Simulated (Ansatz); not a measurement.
The same molecule with X = O, S, Te. Ansatz, PBE0-D4/def2-TZVP geometries, multiplicity 1. Each molecule was computed in one conformer, which needn't be the lowest.

Elements past krypton have def2 core potentials.

```json
{"X": "O", "molecule": "`C=C(N)O`", "mean X–C bond length / Å": "1.355", "mean X–H bond length / Å": "0.961", "HOMO energy (ωB97M-V/def2-TZVPP) / eV": "-8.10", "HOMO–LUMO gap (ωB97M-V/def2-TZVPP) / eV": "10.42", "HOMO energy (B3LYP/def2-TZVPP) / eV": "-5.66"}
{"X": "S", "molecule": "`C=C(N)S`", "mean X–C bond length / Å": "1.770", "mean X–H bond length / Å": "1.340", "HOMO energy (ωB97M-V/def2-TZVPP) / eV": "-8.26", "HOMO–LUMO gap (ωB97M-V/def2-TZVPP) / eV": "10.30", "HOMO energy (B3LYP/def2-TZVPP) / eV": "-5.89"}
```

(1) Give the row for X = Te, `C=C(N)[TeH]`. (An estimate is asked.)

Results:

(1) The calculation gave: 
| X | molecule | mean X–C bond length / Å | mean X–H bond length / Å | HOMO energy (ωB97M-V/def2-TZVPP) / eV | HOMO–LUMO gap (ωB97M-V/def2-TZVPP) / eV | HOMO energy (B3LYP/def2-TZVPP) / eV |
| --- | --- | --- | --- | --- | --- | --- |
| Te | `C=C(N)[TeH]` | 2.112 | 1.661 | -8.19 | 9.39 | -5.87 |

From O to Te the mean X–C bond length rises at each step, by 0.757 Å in all; the mean X–H bond length rises at each step, by 0.700 Å in all; the HOMO energy (ωB97M-V/def2-TZVPP) isn't monotonic: highest at O, lowest at S; the HOMO–LUMO gap (ωB97M-V/def2-TZVPP) falls at each step, by 1.03 eV in all; the HOMO energy (B3LYP/def2-TZVPP) isn't monotonic: highest at O, lowest at S. Bonds lengthen as the atom grows down the group.

B3LYP here is the variant with VWN-RPA as its local correlation; programs differ in this.

Spin–orbit coupling is left out; it splits and shifts lone-pair levels of the heavy atoms by tenths of an eV.
